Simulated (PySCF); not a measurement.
Isomers of C7H11N3, one conformer each; single-point electronic energies without zero-point terms and without any empirical dispersion term.

All values: PBE0/pcSseg-1 (PySCF, non-relativistic), each on one gas-phase PBE0-D3(BJ)/def2-SVP geometry that isn't relaxed in the solvent. The solvent is an IEF-PCM continuum (cavity from Bondi-type radii × 1.2). The model holds no explicit solvent molecules, cavitation or dispersion.

```json
{"isomer": "`C=Cc1nn[nH]c1C(C)C`", "relative energy, gas (kcal/mol)": "0.0", "dipole (D)": "4.99"}
{"isomer": "`CC(C)(C)c1ccnnn1`", "relative energy, gas (kcal/mol)": "12.1", "dipole (D)": "5.11"}
```

Problem. How do the relative energies look in acetone (ε = 20.49)?

Solution. 
```tsv
isomer	relative energy, solvent (kcal/mol)	E(solvent) − E(gas) (kcal/mol)	dipole in solvent (D)
`C=Cc1nn[nH]c1C(C)C`	0.0	-10.7	6.77
`CC(C)(C)c1ccnnn1`	14.1	-8.7	7.01
```

The order is unchanged. Conformers: `[CH2:1]=[CH:2][c:3]1[n:4][n:5][nH:6][c:7]1[CH:8]([CH3:9])[CH3:10]` with C1–C2–C3–N4 0°, N6–C7–C8–C9 68°. `C=Cc1nn[nH]c1C(C)C` gains most from the continuum, while `CC(C)(C)c1ccnnn1` has the largest gas-phase dipole. The gains span 2.0 kcal/mol, the gas-phase energies 12.1 kcal/mol.
